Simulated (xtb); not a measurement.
xtb input (GFN1-xTB):

```bash
xtb mol.xyz --gfn 1 --opt tight --chrg 0 --uhf 0
```
mol.xyz:
```
18

C     -2.62126508    -0.81975697    -0.00322764
C     -1.27002724    -1.28888369    -0.52900788
C     -0.05634117    -0.71193143     0.19735660
Se     0.05567301     1.27228758     0.00155369
C      1.24579639    -1.39936199    -0.20932525
C      2.45827676    -1.04281678     0.64222353
H     -2.73049594    -1.05882951     1.05761528
H     -3.43585359    -1.30869490    -0.53999393
H     -2.73628909     0.25805434    -0.11577416
H     -1.18496692    -1.06800557    -1.59733311
H     -1.21046665    -2.37973660    -0.43929549
H     -0.19824043    -0.81935814     1.27694356
H      0.23921438     1.22403415    -1.45954749
H      1.44949231    -1.18369356    -1.26257560
H      1.07185104    -2.47996086    -0.14928417
H      2.27819131    -1.27877786     1.69406304
H      3.33575210    -1.60605894     0.32046572
H      2.69029106     0.01975490     0.57377474
```

End of the output:

```

      molecular mass/u    :      151.1083571
   center of mass at/Å    :        0.0048890       0.1366942       0.0087638
  moments of inertia/u·Å² :        0.2272144E+03   0.2665579E+03   0.4569472E+03
rotational constants/cm⁻¹ :        0.7419262E-01   0.6324192E-01   0.3689186E-01

 * 16 selected distances

     #   Z          #   Z                                           value/Å
     1   6 C        2   6 C                                       1.5270474
     2   6 C        3   6 C                                       1.5296594
     3   6 C        5   6 C                                       1.5296594 (max)
     5   6 C        6   6 C                                       1.5270474
     1   6 C        7   1 H                                       1.0911333
     1   6 C        8   1 H                                       1.0902174
     1   6 C        9   1 H                                       1.0910629
     2   6 C       10   1 H                                       1.0953020
     2   6 C       11   1 H                                       1.0964040
     3   6 C       12   1 H                                       1.0937530
     4  34 Se      13   1 H                                       1.4504568
     5   6 C       14   1 H                                       1.0953020
     5   6 C       15   1 H                                       1.0964040
     6   6 C       16   1 H                                       1.0911333
     6   6 C       17   1 H                                       1.0902174 (min)
     6   6 C       18   1 H                                       1.0910629

 * 3 distinct bonds (by element types)

   Z      Z             #   av. dist./Å        max./Å        min./Å
   1 H    6 C          11     1.0929084     1.0964040     1.0902174
   6 C    6 C           4     1.5283534     1.5296594     1.5270474
   1 H   34 Se          1     1.4504568     1.4504568     1.4504568

optimized geometry written to: xtbopt.xyz

           -------------------------------------------------
          | TOTAL ENERGY              -20.407257404176 Eh   |
          | GRADIENT NORM               0.000109457632 Eh/α |
          | HOMO-LUMO GAP               5.102817582730 eV   |
           -------------------------------------------------

------------------------------------------------------------------------
------------------------------------------------------------------------
 total:
 SCF:
 ANC optimizer:
```
